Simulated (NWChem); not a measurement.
System: C₂H₄FNOSi; SMILES N[Si@]1(F)C=CO1

The following NWChem deck was run.

```
start job
memory heap 200 mb stack 900 mb global 1100 mb
geometry units angstroms noautosym nocenter noautoz
  N      1.175917    -1.472459    -0.376651
  Si    -0.055417    -0.340577    -0.134658
  F     -1.385378    -1.210139     0.153677
  C     -0.124422     1.239365    -1.044757
  C      0.017765     1.784378     0.185733
  O      0.094672     0.827707     1.157617
  H      2.099103    -1.203727    -0.691935
  H      1.149619    -2.397409     0.034738
  H     -0.207658     1.732150    -2.009246
  H      0.077581     2.828621     0.517729
end
basis spherical
  * library 6-31g*
end
dft
  xc b3lyp
  iterations 150
end
property
  efieldgrad
end
task dft property
```

Output (shortened):

```
             Northwest Computational Chemistry Package (NWChem) 7.3.0
             --------------------------------------------------------

                             Geometry "geometry" -> ""
                             -------------------------

 Output coordinates in angstroms (scale by  1.889725989 to convert to a.u.)

  No.       Tag          Charge          X              Y              Z
 ---- ---------------- ---------- -------------- -------------- --------------
    1 N                    7.0000     1.17591700    -1.47245900    -0.37665100
    2 Si                  14.0000    -0.05541700    -0.34057700    -0.13465800
    3 F                    9.0000    -1.38537800    -1.21013900     0.15367700
    4 C                    6.0000    -0.12442200     1.23936500    -1.04475700
    5 C                    6.0000     0.01776500     1.78437800     0.18573300
    6 O                    8.0000     0.09467200     0.82770700     1.15761700
    7 H                    1.0000     2.09910300    -1.20372700    -0.69193500
    8 H                    1.0000     1.14961900    -2.39740900     0.03473800
    9 H                    1.0000    -0.20765800     1.73215000    -2.00924600
   10 H                    1.0000     0.07758100     2.82862100     0.51772900

 Effective nuclear repulsion energy (a.u.)     307.5871866266

                              NWChem Property Module
                              ----------------------

  itol2e modified to match energy
  convergence criterion.

                                 NWChem DFT Module
                                 -----------------

 Summary of "ao basis" -> "ao basis" (spherical)
 ------------------------------------------------------------------------------
       Tag                 Description            Shells   Functions and Types
 ---------------- ------------------------------  ------  ---------------------
 N                           6-31g*                  6       14   3s2p1d
 Si                          6-31g*                  8       18   4s3p1d
 F                           6-31g*                  6       14   3s2p1d
 C                           6-31g*                  6       14   3s2p1d
 O                           6-31g*                  6       14   3s2p1d
 H                           6-31g*                  2        2   2s

  itol2e modified to match energy
  convergence criterion.

            General Information
            -------------------
          SCF calculation type: DFT
          Wavefunction type:  closed shell.
          No. of atoms     :    10
          No. of electrons :    54
           Alpha electrons :    27
            Beta electrons :    27
          Charge           :     0
          Spin multiplicity:     1
          Use of symmetry is: off; symmetry adaption is: off
          Maximum number of iterations: 150
          AO basis - number of functions:    96
                     number of shells:    46
          Convergence on energy requested:  1.00D-07
          Convergence on density requested:  1.00D-05
          Convergence on gradient requested:  5.00D-04

              XC Information
              --------------
                         B3LYP Method XC Potential
                     Hartree-Fock (Exact) Exchange  0.200
                        Slater Exchange Functional  0.800 local
                    Becke 1988 Exchange Functional  0.720 non-local
              Lee-Yang-Parr Correlation Functional  0.810
                  VWN I RPA Correlation Functional  0.190 local

[...]

          -----------------------
          Electric field gradient
          -----------------------

 1 a.u. = 0.324123 10**(16) esu/cm**3  ( or statvolts/cm**2 ) = 0.97174 10**(22) v/m**2

 ------------------------------------------------------------
   Atom      X         Y         Z
 ------------------------------------------------------------
    1 N    2.22216  -2.78254  -0.71177
 ------------------------------------------------------------

 Electric field gradient in molecular frame (a.u.)
         XX             YY             ZZ             XY             XZ             YZ
 ------------------------------------------------------------------------------------------
       -0.274954      -0.338180       0.613134       0.006220       0.398092       0.412009

 Principal components (a.u.) and orientation
 of principal axis w.r.t. absolute frame                      Asymmetry parameter eta
 --------------------------------------------------------------------------------------
        0.889041      -0.580246      -0.308795                       0.305330

        0.309739       0.546515       0.778064
        0.304026       0.718421      -0.625651
        0.900905      -0.430340      -0.056368

 ------------------------------------------------------------
   Atom      X         Y         Z
 ------------------------------------------------------------
    2 Si  -0.10472  -0.64360  -0.25447
 ------------------------------------------------------------

 Electric field gradient in molecular frame (a.u.)
         XX             YY             ZZ             XY             XZ             YZ
 ------------------------------------------------------------------------------------------
       -0.128291       0.263437      -0.135147      -0.275249      -0.024317      -0.210409

 Principal components (a.u.) and orientation
 of principal axis w.r.t. absolute frame                      Asymmetry parameter eta
 --------------------------------------------------------------------------------------
        0.459162      -0.350264      -0.108898                       0.525667

       -0.395848       0.670172      -0.627833
        0.870640       0.491310      -0.024495
       -0.292045       0.556313       0.777963

 ------------------------------------------------------------
   Atom      X         Y         Z
 ------------------------------------------------------------
    3 F   -2.61798  -2.28683   0.29041
 ------------------------------------------------------------

 Electric field gradient in molecular frame (a.u.)
         XX             YY             ZZ             XY             XZ             YZ
 ------------------------------------------------------------------------------------------
       -0.587044       0.068900       0.518143      -0.782047       0.225228       0.219906

 Principal components (a.u.) and orientation
 of principal axis w.r.t. absolute frame                      Asymmetry parameter eta
 --------------------------------------------------------------------------------------
       -1.164048       0.639881       0.524167                       0.099407

        0.815574      -0.318322       0.483228
        0.549601       0.687408      -0.474773
       -0.181044       0.652795       0.735582

 ------------------------------------------------------------
   Atom      X         Y         Z
 ------------------------------------------------------------
    4 C   -0.23512   2.34206  -1.97430
 ------------------------------------------------------------

 Electric field gradient in molecular frame (a.u.)
         XX             YY             ZZ             XY             XZ             YZ
 ------------------------------------------------------------------------------------------
       -0.077744       0.058522       0.019222       0.001419       0.006102       0.002719

 Principal components (a.u.) and orientation
 of principal axis w.r.t. absolute frame                      Asymmetry parameter eta
 --------------------------------------------------------------------------------------
       -0.078138       0.058734       0.019404                       0.503334

        0.998016       0.013536       0.061486
       -0.009127       0.997404      -0.071433
       -0.062293       0.070730       0.995549

 ------------------------------------------------------------
   Atom      X         Y         Z
 ------------------------------------------------------------
    5 C    0.03357   3.37199   0.35098
 ------------------------------------------------------------

 Electric field gradient in molecular frame (a.u.)
         XX             YY             ZZ             XY             XZ             YZ
 ------------------------------------------------------------------------------------------
       -0.268832       0.072070       0.196762       0.034740       0.055395       0.206149

 Principal components (a.u.) and orientation
 of principal axis w.r.t. absolute frame                      Asymmetry parameter eta
 --------------------------------------------------------------------------------------
        0.356581      -0.275759      -0.080822                       0.546684

        0.103677       0.994274      -0.025882
        0.591849      -0.040759       0.805018
        0.799353      -0.098780      -0.592686

 ------------------------------------------------------------
   Atom      X         Y         Z
 ------------------------------------------------------------
    6 O    0.17890   1.56414   2.18758
 ------------------------------------------------------------

 Electric field gradient in molecular frame (a.u.)
         XX             YY             ZZ             XY             XZ             YZ
 ------------------------------------------------------------------------------------------
        1.001431      -0.975773      -0.025659       0.041207      -0.081767       0.669270

[...]
```

Level: B3LYP/6-31G* (spherical d). Geometry: optimised at PBE0/def2-SVP. NWChem prints the field gradient with the sign opposite to the second derivative of the potential.
